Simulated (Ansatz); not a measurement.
Steps of a relaxation of CH₇BSSi (`C[SiH2]BS`) with RKS PBE0-D4/def2-TZVP.

```sh
$ ansatz run in.yaml --threads 2 --pin off --events-out ev --progress --plain --max-ram 4352MiB
```

```yaml
crystal:
  periodic: [false, false, false]
  atoms:
    - {symbol: C, position_ang: [-0.862667, 1.564945, -0.019782]}
    - {symbol: Si, position_ang: [-0.311596, -0.140049, 0.612205]}
    - {symbol: B, position_ang: [1.386308, -0.770544, -0.271748]}
    - {symbol: S, position_ang: [1.567952, -2.323430, -1.115459]}
    - {symbol: H, position_ang: [-1.068213, 1.534728, -1.108649]}
    - {symbol: H, position_ang: [-1.783829, 1.900454, 0.497441]}
    - {symbol: H, position_ang: [-0.069976, 2.319036, 0.159091]}
    - {symbol: H, position_ang: [-1.420846, -1.146703, 0.391957]}
    - {symbol: H, position_ang: [-0.086511, -0.060722, 2.106158]}
    - {symbol: H, position_ang: [2.409130, -0.110762, -0.276925]}
    - {symbol: H, position_ang: [0.305649, -2.824053, -0.953889]}
basis:
  gaussian: {orbitals: def2-TZVP}
hamiltonian: {xc: pbe0, dispersion: d4}
relax: {f_tol: 0.005, max_steps: 150}
```

Positions (Å) and forces (eV/Å) along the path, 7 of 7 steps:

```xyz
11
step=1 energy=-20532.8666 eV
C    -0.863    1.565   -0.020   -0.028    0.159   -0.080
Si   -0.312   -0.140    0.612   -0.238    0.098    0.108
B     1.386   -0.771   -0.272    0.339    0.027   -0.091
S     1.568   -2.323   -1.115   -0.529    0.099    0.223
H    -1.068    1.535   -1.109    0.094    0.017    0.519
H    -1.784    1.900    0.497    0.444   -0.174   -0.244
H    -0.070    2.319    0.159   -0.380   -0.357   -0.084
H    -1.421   -1.147    0.392    0.245    0.213    0.033
H    -0.087   -0.061    2.106   -0.027   -0.024   -0.324
H     2.409   -0.111   -0.277   -0.391   -0.248   -0.001
H     0.306   -2.824   -0.954    0.470    0.189   -0.059
11
step=2 energy=-20532.9004 eV
C    -0.857    1.554   -0.021   -0.002    0.005    0.004
Si   -0.313   -0.139    0.611   -0.051    0.094   -0.005
B     1.383   -0.761   -0.266    0.108   -0.054   -0.076
S     1.551   -2.309   -1.108   -0.203    0.059    0.099
H    -1.058    1.525   -1.099    0.028   -0.002    0.148
H    -1.770    1.882    0.489    0.119   -0.040   -0.069
H    -0.075    2.302    0.159   -0.106   -0.104   -0.022
H    -1.407   -1.138    0.386    0.062    0.050    0.012
H    -0.081   -0.064    2.090   -0.022   -0.005   -0.073
H     2.394   -0.110   -0.276   -0.117   -0.074    0.006
H     0.299   -2.799   -0.944    0.185    0.072   -0.023
11
step=3 energy=-20532.9040 eV
C    -0.856    1.552   -0.018    0.004   -0.022    0.010
Si   -0.310   -0.134    0.607   -0.025    0.020   -0.013
B     1.380   -0.759   -0.276    0.024   -0.051    0.023
S     1.547   -2.310   -1.100   -0.006    0.040    0.011
H    -1.054    1.523   -1.091   -0.003    0.005   -0.016
H    -1.767    1.877    0.488   -0.006    0.002    0.003
H    -0.080    2.297    0.164    0.008    0.013    0.000
H    -1.398   -1.132    0.380   -0.009   -0.009   -0.005
H    -0.087   -0.062    2.082    0.015   -0.006    0.004
H     2.388   -0.115   -0.280    0.007    0.013   -0.017
H     0.302   -2.794   -0.936   -0.008   -0.004   -0.001
11
step=4 energy=-20532.9039 eV rejected
C    -0.855    1.549   -0.020    0.011   -0.011   -0.001
Si   -0.310   -0.134    0.609    0.011   -0.012    0.025
B     1.385   -0.762   -0.263   -0.024    0.018   -0.060
S     1.540   -2.302   -1.109    0.023   -0.002    0.018
H    -1.052    1.519   -1.093   -0.002    0.001   -0.014
H    -1.768    1.874    0.484   -0.011    0.001    0.008
H    -0.080    2.296    0.162    0.009    0.012    0.002
H    -1.397   -1.134    0.382   -0.004   -0.006   -0.003
H    -0.084   -0.063    2.083   -0.009    0.005    0.012
H     2.390   -0.114   -0.280    0.014   -0.002    0.016
H     0.297   -2.788   -0.935   -0.019   -0.005   -0.003
11
step=5 energy=-20532.9042 eV
C    -0.856    1.552   -0.018    0.000   -0.002    0.004
Si   -0.310   -0.134    0.607    0.005    0.003   -0.004
B     1.383   -0.759   -0.271   -0.005   -0.009   -0.001
S     1.544   -2.307   -1.098    0.011   -0.005   -0.007
H    -1.053    1.524   -1.092    0.000    0.000    0.000
H    -1.769    1.875    0.487   -0.002    0.001    0.000
H    -0.081    2.299    0.165    0.000    0.000    0.000
H    -1.397   -1.134    0.376    0.002    0.001    0.000
H    -0.087   -0.065    2.083    0.001   -0.001   -0.002
H     2.392   -0.116   -0.286   -0.005    0.006    0.005
H     0.299   -2.793   -0.933   -0.007    0.005    0.007
11
step=6 energy=-20532.9042 eV rejected
C    -0.855    1.553   -0.017   -0.002   -0.005   -0.003
Si   -0.311   -0.135    0.605    0.010    0.002    0.004
B     1.383   -0.759   -0.274   -0.027    0.010    0.010
S     1.543   -2.308   -1.099    0.026   -0.009   -0.003
H    -1.049    1.527   -1.091   -0.002    0.003   -0.002
H    -1.768    1.875    0.487   -0.001   -0.001    0.000
H    -0.080    2.300    0.169    0.002   -0.002    0.001
H    -1.398   -1.134    0.373    0.000    0.002   -0.001
H    -0.087   -0.068    2.081    0.001   -0.002   -0.001
H     2.387   -0.109   -0.289    0.004   -0.006   -0.007
H     0.301   -2.798   -0.924   -0.011    0.009    0.001
11
step=7 energy=-20532.9042 eV
C    -0.856    1.552   -0.018    0.000    0.000   -0.001
Si   -0.310   -0.134    0.605   -0.001    0.001   -0.001
B     1.384   -0.759   -0.272    0.000    0.001    0.000
S     1.544   -2.309   -1.098    0.002    0.000    0.000
H    -1.052    1.526   -1.092    0.000    0.000    0.001
H    -1.769    1.874    0.487    0.000    0.000    0.000
H    -0.081    2.299    0.167    0.000    0.000    0.000
H    -1.397   -1.134    0.374    0.000    0.000    0.000
H    -0.086   -0.067    2.081    0.001   -0.001    0.000
H     2.390   -0.113   -0.287   -0.001   -0.001    0.000
H     0.298   -2.792   -0.929   -0.001    0.000    0.001
```

Hardware: 2 threads of an AMD EPYC 9B14 on a shared host. Wall time 24 s, peak host memory 0.44 GiB.
